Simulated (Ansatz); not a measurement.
Geometry optimisation, RKS PBE-D4/6-31G* (Ansatz 0.2.0).

The input (input.yaml):

```yaml
crystal:
  periodic: [false, false, false]
  atoms:
    - { symbol: B, position_ang: [-0.189363, -0.192673, 0.273786] }
    - { symbol: O, position_ang: [-0.382721, -0.511513, 1.617954] }
    - { symbol: H, position_ang: [-1.342548, -0.610734, 1.796367] }
    - { symbol: H, position_ang: [0.971143, -0.111654, -0.049636] }
    - { symbol: C, position_ang: [-1.373803, -0.106675, -0.7616] }
    - { symbol: H, position_ang: [-1.397889, -1.041248, -1.359273] }
    - { symbol: H, position_ang: [-2.374684, 0.015423, -0.303496] }
    - { symbol: H, position_ang: [-1.225349, 0.715027, -1.484312] }
    - { symbol: S, position_ang: [0.169145, 2.741209, 1.190456] }
    - { symbol: H, position_ang: [1.488106, 2.511631, 0.945425] }
    - { symbol: H, position_ang: [0.075662, 1.619507, 1.994331] }
basis:
  gaussian: { orbitals: "6-31G*" }
hamiltonian:
  xc: pbe
  dispersion: d4
relax:
  f_tol: 0.03
  max_steps: 50
```

Command:

```bash
$ ansatz run input.yaml --threads 1 --pin off --max-ram 2048MiB --backend cpu --events-out ev --progress --plain --runs-dir out
```

Problem. Where does it end, and by what steps?

Solution. The forces met the threshold. The force dipped under the threshold on the way, but the program's further checks kept it going. After 26 steps the energy has fallen by 0.087 eV; S9 moved furthest, 1.81 Å.

| step | energy less start (eV) | largest force component (eV/Å) | accepted |
| --- | --- | --- | --- |
| 0 | 0.0000 | 0.490 | yes |
| 1 | -0.0416 | 0.397 | yes |
| 2 | -0.0497 | 0.110 | yes |
| 3 | -0.0528 | 0.122 | yes |
| 4 | -0.0582 | 0.160 | yes |
| 5 | -0.0595 | 0.155 | yes |
| 6 | -0.0624 | 0.088 | yes |
| 7 | -0.0631 | 0.112 | yes |
| 8 | -0.0641 | 0.078 | yes |
| 9 | -0.0647 | 0.018 | yes |
| 10 | -0.0653 | 0.049 | yes |
| 11 | -0.0657 | 0.093 | yes |
| 12 | -0.0662 | 0.070 | yes |
| 13 | -0.0674 | 0.239 | yes |
| 14 | -0.0691 | 0.135 | yes |
| 15 | -0.0708 | 0.140 | yes |
| 16 | -0.0725 | 0.261 | yes |
| 17 | -0.0754 | 0.125 | yes |
| 18 | -0.0758 | 0.109 | yes |
| 19 | -0.0781 | 0.118 | yes |
| 20 | -0.0800 | 0.145 | yes |
| 21 | -0.0813 | 0.181 | yes |
| 22 | -0.0827 | 0.085 | yes |
| 23 | -0.0842 | 0.066 | yes |
| 24 | -0.0844 | 0.118 | yes |
| 25 | -0.0846 | 0.124 | yes |
| 26 | -0.0865 | 0.020 | yes |

```xyz
11
Properties=species:S:1:pos:R:3
B -0.492 0.027 -0.126
O -0.638 0.371 1.195
H -1.509 0.096 1.550
H 0.569 0.358 -0.601
C -1.595 -0.724 -0.959
H -1.178 -1.656 -1.383
H -2.513 -0.984 -0.400
H -1.890 -0.113 -1.833
S 1.203 2.892 2.667
H 1.992 2.914 1.562
H 0.468 1.847 2.186
```

Whether the end is a true minimum wasn't checked by a vibrational analysis.

The run took 76 s on 1 thread of Arm Neoverse V1, on a shared host, peak memory 0.15 GiB.
